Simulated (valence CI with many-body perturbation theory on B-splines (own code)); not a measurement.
# E1 line list for Tl74+

Calculated by configuration interaction combined with many-body perturbation theory (CI+MBPT): five valence electrons over a frozen Dirac-Fock core [He], a basis of 9 s, 9 p, 8 d, 6 f, 3 g, 1 h functions for each j, with the one-electron correlation potential Σ1, the two-electron term Σ2, the three-electron term Σ3, Breit, model QED; selected CI, second order for the rest (own B-spline code, finite nucleus).

The last digits are not significant, and no measured levels were compared; by estimate large intervals hold to a few tenths of a per cent, small ones and those within an open d or f shell to about a per cent. Among the levels kept, up to 1200 cm⁻¹ of a level comes from second order outside the variational space, and about a tenth of that is noise between levels of different J, which matters for small intervals.

Lines 1 to 50 of 271 in falling wavelength, among levels below 113870 × 10³ cm⁻¹, chosen from the strongest by gf and those to the six lowest levels. Wavelengths and rates use the calculated energies. Electric multipoles are in the length gauge, E1 and E2 with the static RPA response of the core. Weak lines are less certain than strong ones. Lines between different terms over intervals too small for the method are left out, as are lines whose strength nearly cancels. The highest levels of a list are the least certain.

Levels are named by their leading jj configuration (3d3/2^4 stands for four electrons in 3d with j = 3/2), which in mixed levels can hold well under half, so a name can repeat and another be missing. Letters in brackets count levels of one name in rising energy.

| λ vac (Å) | Upper | Lower | A (s⁻¹) | S (a.u.) |
| --- | --- | --- | --- | --- |
| 124.1 | (2s 2p1/2^2 2p3/2 3p1/2) J=5/2 | (2s 2p1/2^2 2p3/2 3s) J=3/2 [a] | 3.73e+09 | 2.11e-02 |
| 111.1 | (2s^2 2p1/2 2p3/2 3p1/2) J=5/2 | (2s^2 2p1/2 2p3/2 3s) J=3/2 [b] | 5.27e+09 | 2.14e-02 |
| 103.7 | (2s^2 2p1/2 2p3/2 3p1/2) J=5/2 | (2s^2 2p1/2 2p3/2 3s) J=5/2 | 5.97e+09 | 1.97e-02 |
| 101.6 | (2s^2 2p1/2^2 3p1/2) J=1/2 | (2s^2 2p1/2^2 3s) J=1/2 | 1.39e+10 | 1.44e-02 |
| 93.34 | (2s 2p1/2^2 2p3/2 3p1/2) J=3/2 [a] | (2s 2p1/2^2 2p3/2 3s) J=5/2 | 1.46e+10 | 2.35e-02 |
| 93.19 | (2s 2p1/2^2 2p3/2 3p1/2) J=5/2 | (2s 2p1/2^2 2p3/2 3s) J=5/2 | 9.13e+09 | 2.19e-02 |
| 72.85 | (2s^2 2p1/2 2p3/2 3p1/2) J=3/2 [b] | (2s^2 2p1/2 2p3/2 3s) J=5/2 | 2.39e+10 | 1.83e-02 |
| 50.21 | (2s^2 2p1/2 2p3/2 3d5/2) J=3/2 [a] | (2s^2 2p1/2 2p3/2 3p3/2) J=3/2 [b] | 3.63e+10 | 9.08e-03 |
| 49.94 | (2s^2 2p1/2 2p3/2 3d5/2) J=3/2 [b] | (2s^2 2p1/2 2p3/2 3p3/2) J=1/2 [b] | 4.83e+10 | 1.19e-02 |
| 48.88 | (2s^2 2p1/2 2p3/2 3d5/2) J=1/2 | (2s^2 2p1/2 2p3/2 3p3/2) J=1/2 [b] | 6.62e+10 | 7.63e-03 |
| 48.16 | (2s^2 2p1/2 2p3/2 3d5/2) J=5/2 [b] | (2s^2 2p1/2 2p3/2 3p3/2) J=5/2 [b] | 3.01e+10 | 9.94e-03 |
| 48.14 | (2s 2p1/2^2 2p3/2 3d5/2) J=5/2 | (2s 2p1/2^2 2p3/2 3p3/2) J=5/2 [a] | 4.65e+10 | 1.54e-02 |
| 47.50 | (2s 2p1/2^2 2p3/2 3d5/2) J=9/2 | (2s 2p1/2^2 2p3/2 3p3/2) J=7/2 | 1.37e+11 | 7.23e-02 |
| 47.01 | (2s 2p1/2^2 2p3/2 3d5/2) J=7/2 | (2s 2p1/2^2 2p3/2 3p3/2) J=5/2 [a] | 1.13e+11 | 4.62e-02 |
| 46.59 | (2s^2 2p1/2 2p3/2 3d5/2) J=7/2 [b] | (2s^2 2p1/2 2p3/2 3p3/2) J=5/2 [b] | 1.06e+11 | 4.21e-02 |
| 46.58 | (2s^2 2p1/2 2p3/2 3d5/2) J=7/2 [a] | (2s^2 2p1/2 2p3/2 3p3/2) J=5/2 [a] | 1.17e+11 | 4.68e-02 |
| 46.57 | (2s^2 2p1/2 2p3/2 3d5/2) J=5/2 [b] | (2s^2 2p1/2 2p3/2 3p3/2) J=3/2 [b] | 7.06e+10 | 2.11e-02 |
| 45.86 | (2s 2p1/2^2 2p3/2 3d5/2) J=3/2 | (2s 2p1/2^2 2p3/2 3p3/2) J=1/2 [a] | 4.82e+10 | 9.17e-03 |
| 45.85 | (2s^2 2p1/2^2 3d5/2) J=5/2 | (2s^2 2p1/2^2 3p3/2) J=3/2 | 1.43e+11 | 4.07e-02 |
| 45.79 | (2s^2 2p1/2 2p3/2 3d5/2) J=9/2 | (2s^2 2p1/2 2p3/2 3p3/2) J=7/2 | 1.42e+11 | 6.71e-02 |
| 44.59 | (2s 2p1/2^2 2p3/2 3d5/2) J=5/2 | (2s 2p1/2^2 2p3/2 3p3/2) J=3/2 [a] | 9.43e+10 | 2.48e-02 |
| 44.31 | (2s^2 2p1/2 2p3/2 3d5/2) J=5/2 [a] | (2s^2 2p1/2 2p3/2 3p3/2) J=3/2 [a] | 1.03e+11 | 2.66e-02 |
| 43.91 | (2s^2 2p1/2 2p3/2 3d5/2) J=3/2 [a] | (2s^2 2p1/2 2p3/2 3p3/2) J=1/2 [a] | 8.83e+10 | 1.48e-02 |
| 42.00 | (2s 2p1/2^2 2p3/2 3d5/2) J=7/2 | (2s 2p1/2^2 2p3/2 3p3/2) J=7/2 | 3.53e+10 | 1.03e-02 |
| 41.93 | (2s 2p1/2^2 2p3/2 3d5/2) J=3/2 | (2s 2p1/2^2 2p3/2 3p3/2) J=3/2 [a] | 9.42e+10 | 1.37e-02 |
| 41.44 | (2s^2 2p1/2 2p3/2 3d5/2) J=7/2 [b] | (2s^2 2p1/2 2p3/2 3p3/2) J=7/2 | 3.07e+10 | 8.62e-03 |
| 39.47 | (2s^2 2p1/2 2p3/2 3d5/2) J=3/2 [b] | (2s^2 2p1/2 2p3/2 3p3/2) J=3/2 [a] | 7.81e+10 | 9.48e-03 |
| 34.53 | (2s 2p1/2^2 2p3/2 3p3/2) J=7/2 | (2s^2 2p1/2 2p3/2 3p3/2) J=5/2 [a] | 7.41e+10 | 1.20e-02 |
| 32.75 | (2s 2p1/2^2 2p3/2^2) J=5/2 | (2s^2 2p1/2 2p3/2^2) J=5/2 | 2.60e+10 | 2.71e-03 |
| 30.88 | (2s 2p1/2^2 2p3/2^2) J=5/2 | (2s^2 2p1/2 2p3/2^2) J=3/2 | 3.84e+10 | 3.35e-03 |
| 28.32 | (2s 2p1/2^2 2p3/2^2) J=1/2 | (2s^2 2p1/2 2p3/2^2) J=1/2 | 8.92e+10 | 2.00e-03 |
| 28.25 | (2s 2p1/2^2 2p3/2^2) J=3/2 | (2s^2 2p1/2 2p3/2^2) J=1/2 | 2.17e+07 | 9.66e-07 |
| 27.97 | (2s 2p1/2^2 2p3/2 3d3/2) J=5/2 [b] | (2s^2 2p1/2 2p3/2 3d3/2) J=7/2 | 6.29e+10 | 4.07e-03 |
| 24.76 | (2s 2p1/2^2 2p3/2^2) J=3/2 | (2s^2 2p1/2 2p3/2^2) J=5/2 | 1.04e+11 | 3.12e-03 |
| 23.73 | (2s 2p1/2^2 2p3/2^2) J=1/2 | (2s^2 2p1/2 2p3/2^2) J=3/2 | 7.68e+07 | 1.01e-06 |
| 23.68 | (2s 2p1/2^2 2p3/2^2) J=3/2 | (2s^2 2p1/2 2p3/2^2) J=3/2 | 3.20e+10 | 8.39e-04 |
| 23.52 | (2p1/2^2 2p3/2^3) J=3/2 | (2s 2p1/2 2p3/2^3) J=5/2 | 1.95e+11 | 5.02e-03 |
| 18.55 | (2s 2p1/2^2 2p3/2 3p3/2) J=5/2 [a] | (2s 2p1/2^2 2p3/2 3s) J=3/2 [b] | 1.84e+11 | 3.48e-03 |
| 17.37 | (2s^2 2p1/2 2p3/2 3d3/2) J=5/2 [b] | (2s^2 2p1/2 2p3/2 3p1/2) J=3/2 [b] | 1.27e+12 | 1.97e-02 |
| 17.23 | (2s^2 2p1/2 2p3/2 3d3/2) J=3/2 [b] | (2s^2 2p1/2 2p3/2 3p1/2) J=3/2 [b] | 1.41e+12 | 1.43e-02 |
| 16.97 | (2s^2 2p1/2 2p3/2 3p3/2) J=1/2 [a] | (2s^2 2p1/2 2p3/2 3s) J=3/2 [b] | 6.98e+11 | 3.37e-03 |
| 16.97 | (2s^2 2p1/2 2p3/2 3d3/2) J=5/2 [a] | (2s^2 2p1/2 2p3/2 3p1/2) J=5/2 | 4.38e+11 | 6.34e-03 |
| 16.96 | (2s^2 2p1/2 2p3/2 3d3/2) J=1/2 [b] | (2s^2 2p1/2 2p3/2 3p1/2) J=3/2 [b] | 1.76e+12 | 8.49e-03 |
| 16.87 | (2s 2p1/2^2 2p3/2 3p3/2) J=3/2 [a] | (2s 2p1/2^2 2p3/2 3s) J=3/2 [a] | 2.53e+12 | 2.40e-02 |
| 16.85 | (2s^2 2p1/2 2p3/2 3p3/2) J=3/2 [a] | (2s^2 2p1/2 2p3/2 3s) J=3/2 [b] | 1.51e+12 | 1.43e-02 |
| 16.84 | (2s 2p1/2^2 2p3/2 3d3/2) J=5/2 [a] | (2s 2p1/2^2 2p3/2 3p1/2) J=5/2 | 1.24e+12 | 1.75e-02 |
| 16.84 | (2s 2p1/2^2 2p3/2 3d3/2) J=5/2 [a] | (2s 2p1/2^2 2p3/2 3p1/2) J=3/2 [a] | 1.08e+12 | 1.53e-02 |
| 16.82 | (2s 2p1/2^2 2p3/2 3d3/2) J=3/2 [b] | (2s 2p1/2^2 2p3/2 3p1/2) J=3/2 [b] | 9.56e+11 | 8.99e-03 |
| 16.79 | (2s 2p1/2^2 2p3/2 3d3/2) J=3/2 [b] | (2s 2p1/2^2 2p3/2 3p1/2) J=1/2 | 1.24e+12 | 1.16e-02 |
| 16.71 | (2s 2p1/2^2 2p3/2 3d3/2) J=5/2 [b] | (2s 2p1/2^2 2p3/2 3p1/2) J=3/2 [b] | 2.38e+12 | 3.29e-02 |
